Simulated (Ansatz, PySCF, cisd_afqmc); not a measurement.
System: NaOH, charge 0, singlet. NaOH (SMILES [Na][OH]).
B3LYP-D3(BJ)/def2-TZVP minimum from Ansatz (a program for electronic structure):
```xyz
3

Na     0.0000     0.0000    -0.9172
O      0.0000     0.0000     1.0150
H      0.0000     0.0000     1.9692
```

Atomisation energy term by term, kcal/mol (programs: Ansatz, cisd_afqmc). Open shells are spin-unrestricted; no spin-orbit coupling. Correlated methods leave the cores frozen. No relativity. AFQMC/CISD: phaseless, guided by CISD from CCSD amplitudes; bars are statistical, one sigma. Outlying blocks are dropped, and bars are widened where a walk drifts. Over all cases where full CI ran beside it in this data, AFQMC minus full CI had a median of +0.1 mEh and passed +0.4 mEh in a tenth of the cases. CBS(X,Y): correlation extrapolated as X^-3, Hartree-Fock from the larger set. A bracket is a step between two methods taken in the basis named. Where a partner has so few electrons that a lower coupled-cluster level is exact, that level stands in.

```csv
term,basis,kcal/mol
Hartree-Fock,def2-QZVPP,105.82
CCSD correlation,"CBS(def2-TZVPP,def2-QZVPP)",77.23
(T),"CBS(def2-TZVPP,def2-QZVPP)",5.10
CCSDT(Q) - CCSD(T),def2-QZVPP,0.08
CCSDTQ - CCSDT(Q),def2-SVP,-0.08
minus zero-point energy,"harmonic, PySCF's Hessian at B3LYP-D3(BJ)/def2-TZVP",-6.86
sum: D0,,181.3
```

The step beyond CCSD(T) by other levels: CCSDTQ in def2-SVP 0.40; AFQMC/CISD in def2-SVP 0.19 ± 0.17; CCSDT(Q) in def2-SVP 0.48; CCSDT(Q) in def2-TZVPP 0.15 kcal/mol.
